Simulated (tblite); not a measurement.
Species: C6H13P.
Atom-mapped SMILES: `[CH3:1][CH2:2][C@@H:3]1[PH:4][CH2:5][C@@H:6]1[CH3:7]` (hydrogens: H8, H9, H10 on C1; H11, H12 on C2; H13 on C3; H14 on P4; H15, H16 on C5; H17 on C6; H18, H19, H20 on C7)

Computed with GFN2-xTB (tblite), gas phase: L-BFGS steps from a force-field or distance-geometry start until the largest atomic force falls under 0.01 eV/Å.

Geometry at step 0:
```
atom  x, y, z in Å
C1      2.5491   -0.8058   -0.3426
C2      1.0858   -0.8433    0.1088
C3      0.2656    0.2337   -0.5578
P4      0.4797    2.0257   -0.0288
C5     -0.9633    1.4423    0.9724
C6     -1.2653    0.3836   -0.1395
C7     -1.9916   -0.8516    0.3562
H8      3.1134   -1.6165    0.1178
H9      2.6155   -0.9066   -1.4286
H10     3.0178    0.1371   -0.0548
H11     1.0474   -0.7605    1.2087
H12     0.6781   -1.8356   -0.1358
H13     0.3651    0.1947   -1.6416
H14    -0.2224    2.6382   -1.0812
H15    -0.6387    1.0591    1.9331
H16    -1.7230    2.2179    1.1156
H17    -1.8629    0.8118   -0.9549
H18    -2.0587   -1.6118   -0.4331
H19    -1.4896   -1.3040    1.2261
H20    -3.0071   -0.5979    0.6720
```

**Question.** What forces act on the atoms?

**Answer.** 
| atom | Fx (eV/Å) | Fy (eV/Å) | Fz (eV/Å) |
| --- | --- | --- | --- |
| C1 | -0.063 | 0.103 | -0.004 |
| C2 | 0.258 | -0.250 | 0.408 |
| C3 | -1.589 | 0.661 | -0.695 |
| P4 | 1.561 | 0.319 | 0.835 |
| C5 | -0.812 | 0.512 | -1.197 |
| C6 | 0.765 | -0.472 | 1.113 |
| C7 | -0.008 | -0.578 | 0.227 |
| H8 | -0.076 | 0.036 | -0.041 |
| H9 | -0.009 | 0.010 | 0.161 |
| H10 | -0.113 | -0.040 | -0.051 |
| H11 | -0.003 | 0.142 | -0.327 |
| H12 | -0.054 | 0.247 | -0.076 |
| H13 | 0.126 | -0.417 | -0.228 |
| H14 | -0.295 | -0.339 | -0.069 |
| H15 | -0.036 | -0.262 | -0.063 |
| H16 | -0.055 | -0.227 | 0.159 |
| H17 | 0.350 | 0.117 | 0.132 |
| H18 | 0.021 | 0.210 | 0.195 |
| H19 | -0.097 | 0.196 | -0.371 |
| H20 | 0.128 | 0.031 | -0.107 |

The largest, 1.86 eV/Å, acts on C3; the rms over all components is 0.467 eV/Å. The forces sum to zero within rounding, as they must for an isolated molecule in no field.

**Question.** Give the force on C3 in Eh/bohr and in nN.

**Answer.** 1.856 eV/Å ÷ 51.422 = 0.03609 Eh/bohr, and 1.856 eV/Å × 1.602 = 2.97 nN.

**Question.** How far is this geometry from the end of the optimisation?

**Answer.** 0.276 eV above it, and 0.105 Å rms away after alignment. The bonds farthest from their final lengths, with half the difference of the two atoms' forces along the bond (positive lengthens):

```tsv
bond	now (Å)	final (Å)	force along bond (eV/Å)
C3–C6	1.594	1.548	-0.95
C5–C6	1.565	1.536	-0.64
P4–C5	1.851	1.875	+0.35
C7–H19	1.102	1.087	-0.42
C2–C3	1.509	1.523	+1.07
C3–P4	1.881	1.893	+0.23
```

The angle farthest from its final value is C2–C3–P4, 119.6° against 111.5°.

Of the 6 listed bonds off by 0.010 Å or more, this force points towards the final length in 6.

What follows is the cost of the whole relaxation. Hardware: one thread of an Intel Xeon Platinum 8488C, no GPU, on a shared host. Cost: 0.34 s wall.
